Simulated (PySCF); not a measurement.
# Excitation energy of Ga+ by level of theory

Ga+ [Ar] 3d10 4s2 (1S) → Ga+ [Ar] 3d10 4s1 4d1 (3D), as a difference of total energies. Calculation: PySCF 2.14, in aug-cc-pVQZ-PP with ECP10MDF (7s6p5d3f2g, 89 functions); a scalar-relativistic core potential. Correlated levels: valence: 3s2 3p6 3d10 frozen. The calculations carry no spin-orbit coupling.

| method | excitation energy (eV) |
| --- | --- |
| UHF | 12.600 |
| MP2 (valence) | 13.242 |
| SCS-MP2 (valence) | 13.467 |
| CCSD (valence) | 13.439 |

Problem. How much does correlation contribute at MP2 (valence)?

Solution. 13.242 − (12.600) = 0.642 eV, measured against UHF.

Errors of the correlated levels include the incompleteness of this basis and the frozen core.

With two correlated electrons CCSD is exact in that space.

For comparison: 14.116 eV (measured; NIST levels, between the centres of gravity of the two terms).
